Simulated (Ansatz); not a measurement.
C₂H₅O, doublet, at a GFN2-xTB geometry; Ansatz (a first-principles code) with R2SCAN/3-21G.

Input for Ansatz:
Ansatz 0.2 input:
```yaml
crystal:
  periodic: [false, false, false]
  atoms:
    - {symbol: C, position_ang: [1.19309028, -0.36928823, -0.01550432]}
    - {symbol: C, position_ang: [-0.00932706, 0.48045677, -0.15550838]}
    - {symbol: O, position_ang: [-1.20582994, -0.08620026, 0.22487613]}
    - {symbol: H, position_ang: [-1.93007401, 0.51802160, 0.03896304]}
    - {symbol: H, position_ang: [-0.03898534, 1.28106100, -0.87783908]}
    - {symbol: H, position_ang: [2.07699739, 0.24879310, 0.13478836]}
    - {symbol: H, position_ang: [1.06534748, -1.03511733, 0.83459159]}
    - {symbol: H, position_ang: [1.37077470, -0.99016743, -0.90343665]}
basis:
  gaussian:
    orbitals: 3-21G.json
hamiltonian:
  xc: r2scan
magnetization: {spin_polarized: true, initial_magnetization: 1}
output: {forces: true}
```
The basis file holds 3-21G in the JSON format of the Basis Set Exchange.

The log (banner, timings and long lists left out):

```
Functional definition: r2SCAN
440 factors; integrals over basis functions are off by at most 8.8e-4 eV
mean field evaluation 1: about -4171.5122 eV, gradient 2.9e1 eV
mean field evaluation 2: about -4170.4806 eV, gradient 3.3e1 eV
mean field evaluation 4: about -4175.1088 eV, gradient 1.5e0 eV
mean field evaluation 8: about -4175.0843 eV, gradient 4.4e-2 eV
mean field -4175.08432163 eV, -153.4315188462 hartree, gradient 7.3e-5 eV, S^2 0.754151; 0 other end points of the search recorded, 0 dependent functions left out
the calculation of the forces begins
reference -4175.08432659 eV, -153.4315190283 hartree; 13, 12 occupied and 24, 25 virtual orbitals, 440 factors
Total energy: -4175.08432659 eV, -153.4315190283 hartree
Atom 0 at     1.193090    -0.369288    -0.015504 Å, force    -0.128901    -0.036071    -0.175430 eV/Å
Atom 1 at    -0.009327     0.480457    -0.155508 Å, force     0.728041     0.736875    -0.047132 eV/Å
Atom 2 at    -1.205830    -0.086200     0.224876 Å, force     0.018716    -1.631582     0.635884 eV/Å
Atom 3 at    -1.930074     0.518022     0.038963 Å, force    -1.087477     0.900932    -0.248085 eV/Å
Atom 4 at    -0.038985     1.281061    -0.877839 Å, force     0.089446     0.333520    -0.331104 eV/Å
Atom 5 at     2.076997     0.248793     0.134788 Å, force     0.280932     0.154863     0.077988 eV/Å
Atom 6 at     1.065347    -1.035117     0.834592 Å, force    -0.008979    -0.197521     0.307245 eV/Å
Atom 7 at     1.370775    -0.990167    -0.903437 Å, force     0.108222    -0.261016    -0.219368 eV/Å
Dipole moment:    -0.117799     0.241339    -0.175995 e Å
```
